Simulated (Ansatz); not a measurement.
Correlation energies of Cl2HNbOS, SMILES `[OH][Nb](=[S])([Cl])[Cl]` by basis set

| atom | x (Å) | y (Å) | z (Å) |
| --- | --- | --- | --- |
| O1 | 1.361 | -0.651 | 0.001 |
| Nb2 | -0.307 | 0.163 | 0.143 |
| S3 | -1.127 | 0.338 | -1.810 |
| Cl4 | -1.694 | -1.129 | 1.404 |
| Cl5 | -0.077 | 2.249 | 1.027 |
| H6 | 1.845 | -0.969 | -0.765 |

Charge 0, multiplicity 1. Correlated methods include outer-core shells of Nb, which these sets cover unevenly. Nb: def2 effective core potential. All single points use the PBE0-D4/def2-TZVP geometry. It is one conformer, not always the lowest. Frozen core, restricted reference, Ansatz 0.2.0.

```csv
basis,HF (Eh),MP2 corr.,CCSD corr.,(T),CCSD(T) total
def2-SVP,-1448.08379,-0.93106,-0.92484,-0.04429,-1449.05292
def2-TZVPP,-1448.65267,-1.27364,-1.26907,-0.07488,-1449.99662
def2-QZVPP,-1448.69723,-1.39273,–,–,–
```
